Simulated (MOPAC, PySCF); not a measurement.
H3ClO3Sn, SMILES `[OH][Sn]([OH])([OH])[Cl]`, neutral singlet in the gas phase. 

Cartesian coordinates (Å):
```xyz
8

O      0.5839    -1.5045    -0.9183
Sn     0.3301     0.1520     0.0757
O     -0.7354     1.3827    -0.9951
O     -0.6125    -0.2344     1.7368
Cl     2.3746     1.0985     0.5461
H      0.2550    -1.4229    -1.8225
H     -1.4928     1.7145    -0.4966
H     -0.7029    -1.1859     1.8740
```
Charge 0, multiplicity 1.

All levels are single points at this geometry (r2SCAN-D4/def2-TZVP); Pople sets use spherical d functions. Orbital energies aren't observables, and empty levels follow the basis.

PM7 in MOPAC gives HOMO (eV) = -11.32.

Question: Estimate the HOMO (eV) from each of these levels: PBE-D3(BJ)/def2-TZVP in PySCF; r2SCAN-D4/def2-TZVP in PySCF; B3LYP/6-311+G** (LANL2DZ on Sn) in PySCF; B3LYP/LANL2DZ in PySCF; M06-2X/6-31G* (LANL2DZ on Sn) in PySCF; PBE/6-31G* (LANL2DZ on Sn) in PySCF; SVWN5/6-31G* (LANL2DZ on Sn) in PySCF; PM6 in MOPAC.

Answer: 
```csv
level,HOMO (eV)
PBE-D3(BJ)/def2-TZVP in PySCF,-7.58
r2SCAN-D4/def2-TZVP in PySCF,-8.00
B3LYP/6-311+G** (LANL2DZ on Sn) in PySCF,-9.18
B3LYP/LANL2DZ in PySCF,-9.08
M06-2X/6-31G* (LANL2DZ on Sn) in PySCF,-10.71
PBE/6-31G* (LANL2DZ on Sn) in PySCF,-7.24
SVWN5/6-31G* (LANL2DZ on Sn) in PySCF,-7.38
PM6 in MOPAC,-11.82
```
